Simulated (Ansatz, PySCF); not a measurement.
This Ansatz (a program for electronic structure) input computes a SVWN5/def2-TZVPD energy:

Ansatz 0.2 input:
```yaml
crystal:
  periodic: [false, false, false]
  atoms:
    - {symbol: Si, position_ang: [-0.02730288, 0.00480694, -0.00595573]}
    - {symbol: F, position_ang: [0.46303818, -0.42756321, -1.46030499]}
    - {symbol: F, position_ang: [-0.73189936, -1.29156088, 0.59115302]}
    - {symbol: N, position_ang: [-1.20639852, 1.25836920, 0.08264134]}
    - {symbol: N, position_ang: [1.33374268, 0.52748557, 0.83464489]}
    - {symbol: H, position_ang: [-1.64031848, 1.57694542, -0.78312518]}
    - {symbol: H, position_ang: [1.27740678, 1.04109160, 1.69746330]}
    - {symbol: H, position_ang: [2.27349335, 0.28579947, 0.57040605]}
basis:
  gaussian:
    orbitals: def2-TZVPD
hamiltonian:
  xc: {name: SVWN5}
magnetization: {spin_polarized: true, initial_magnetization: 1}
output: {forces: true}
```

Problem. Write an input for the same energy in PySCF and say what it gives.

Solution. 
```python
from pyscf import gto, scf, dft

mol = gto.M(
    atom='''
    Si   -0.02730288    0.00480694   -0.00595573
    F     0.46303818   -0.42756321   -1.46030499
    F    -0.73189936   -1.29156088    0.59115302
    N    -1.20639852    1.25836920    0.08264134
    N     1.33374268    0.52748557    0.83464489
    H    -1.64031848    1.57694542   -0.78312518
    H     1.27740678    1.04109160    1.69746330
    H     2.27349335    0.28579947    0.57040605
    ''',
    basis='def2-tzvpd',
    charge=0,
    spin=1,
    verbose=4,
)

mf = dft.UKS(mol, xc='svwn').density_fit(auxbasis='def2-universal-jkfit')
mf.grids.level = 3
mf.conv_tol = 1e-9
mf.max_cycle = 100
mf.max_memory = 1500
mf.kernel()
if not mf.converged:
    mf = mf.newton()
    mf.kernel(mf.make_rdm1())
for _ in range(2):
    mo, _, stable, _ = mf.stability(return_status=True)
    if stable:
        break
    mf.kernel(mf.make_rdm1(mo, mf.mo_occ))
mf.analyze()
```
It gives -597.46275 Eh, and Ansatz -597.46266 Eh, a difference of 0.09 mEh, from the treatment of integrals and grids.

It need not be the lowest isomer of its formula.
